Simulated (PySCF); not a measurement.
C4H3N2O2 (charge -1).
Geometry (GFN2-xTB, Å), atoms numbered from 1 in this order:
```
atom  x, y, z in Å
O1     2.7200    0.6782    0.2528
C2     1.9026   -0.2090   -0.0101
O3     2.0877   -1.3988   -0.3322
C4     0.4091    0.1613    0.0539
C5    -0.3567    1.2627    0.3367
N6    -1.6849    0.9689    0.2208
C7    -1.7295   -0.2926   -0.1277
N8    -0.4943   -0.8206   -0.2405
H9    -0.0359    2.2473    0.6151
H10   -2.6334   -0.8474   -0.3054
H11   -0.1794   -1.7472   -0.4892
```

The closed-shell SCF was solved with PySCF and density fitting under several settings on one GFN2-xTB geometry (grid level 2 and gas phase unless stated).

```tsv
settings	basis functions	SCF cycles	E (Eh)	HOMO (eV)	LUMO (eV)
BP86/pcSseg-1, start guess huckel	151	18	-414.2368	-0.17	3.49
HSE06/pcSseg-1, grid level 3, energy threshold 1e-08 Eh	151	11	-413.7955	-1.35	4.11
```

**Question.** Estimate the row for these settings: PBE0/pcSseg-1, grid level 1.

**Answer.** 
| settings | basis functions | SCF cycles | E (Eh) | HOMO (eV) | LUMO (eV) |
| --- | --- | --- | --- | --- | --- |
| PBE0/pcSseg-1, grid level 1 | 151 | 12 | -413.7585 | -1.75 | 4.50 |

**Question.** Over all rows, what range does the HOMO–LUMO gap span?

**Answer.** From 3.66 eV (BP86/pcSseg-1, start guess huckel) to 6.25 eV (PBE0/pcSseg-1, grid level 1). The functional of the narrowest has no exact exchange, that of the widest 25 % exact exchange.

Whole jobs, the steps after the SCF included, on an Intel Xeon at 2.70 GHz with one thread, no GPU, on a shared host:

```
                                               settings                                                     work after the SCF  wall time  peak memory
                      BP86/pcSseg-1, start guess huckel                                     shieldings, ring-centre shieldings       40 s     0.63 GiB
HSE06/pcSseg-1, grid level 3, energy threshold 1e-08 Eh  shieldings, ring-centre shieldings, density and orbital grids written       55 s     0.75 GiB
                            PBE0/pcSseg-1, grid level 1                                     shieldings, ring-centre shieldings       14 s     0.87 GiB
```

